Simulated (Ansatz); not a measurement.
```xyz
8

Mg   -0.9380   -0.9890   -1.0056
O    -1.0142   -0.9587    1.0014
O    -0.9688    1.0074   -1.0126
Mg   -0.9443    0.9913    1.0109
O     0.9706   -0.9844   -0.9261
Mg    0.9422   -1.0127    0.9746
Mg    1.0145    0.9652   -1.0040
O     0.9683    0.9649    1.0235
```

RHF on singlet Mg4O4 was run in several spherical basis sets with Ansatz (development build ahead of 0.2.0).

Question: Rank the basis sets by the total energy that they give, lowest first, with the distance from the lowest.
A. cc-pVDZ
B. def2-SVP
C. 6-31G(d)

Answer: A (0.00 eV), C (2.16 eV), B (14.94 eV).

Totals follow the description of the cores as much as that of the bonds, so this order isn't one of quality for chemistry.
